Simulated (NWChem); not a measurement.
Species: Sr

Results from NWChem. def2 effective core potentials on Sr; no spin-orbit coupling. B3LYP is NWChem's, with the RPA form of VWN correlation. Ions are spin-unrestricted doublets at the neutral geometry; other ion states weren't tried.

Q: Among these, which level gives the highest value of “−ε(HOMO) (eV)”?
A) PBE0/def2-SVPD
B) LRC-wPBEh/def2-SVPD
C) B3LYP/def2-SVPD
D) BHandHLYP/def2-SVPD

A: B, LRC-wPBEh/def2-SVPD. Values: B3LYP/def2-SVPD 3.92; PBE0/def2-SVPD 4.04; BHandHLYP/def2-SVPD 4.40; LRC-wPBEh/def2-SVPD 5.44
